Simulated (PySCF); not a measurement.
Constitutional and geometric isomers with formula C2H4B2. Isolated molecules, 0 K electronic values unless said otherwise. One relaxed conformer stands for each flexible species; it need not be the lowest. Strings in code marks are SMILES.

The brightest of the four lowest singlets (TDA) from two functionals at the same geometries (CAM-B3LYP-D3(BJ)/def2-TZVP), both in PySCF: PBE-D3(BJ)/def2-TZVP and TPSSh-D3(BJ)/def2-TZVP. Excitations are Tamm–Dancoff values on a coarser integration grid. The basis has no diffuse functions, so Rydberg states are missing or too high.

```tsv
species	PBE-D3(BJ)/def2-TZVP (eV)	TPSSh-D3(BJ)/def2-TZVP (eV)
`B(B=C)=C`	5.57	5.58
`BC1=CB1`	5.02	5.46
`C1(BB=1)C`	5.48	5.60
`[H]/B=C/C=B/[H]`	4.69	4.84
`B1B(C)C=1`	5.65	5.77
`BB1C=C1`	5.26	5.63
`BC#CB`	6.02	6.42
`C(B=B)=C`	4.57	4.41
```

Over these rows, drawn at random from the members with no instability flagged (it was tested for open shells, ions and some series alone), PBE minus TPSSh-D3(BJ): mean -0.18 eV, from -0.43 eV to +0.16 eV.
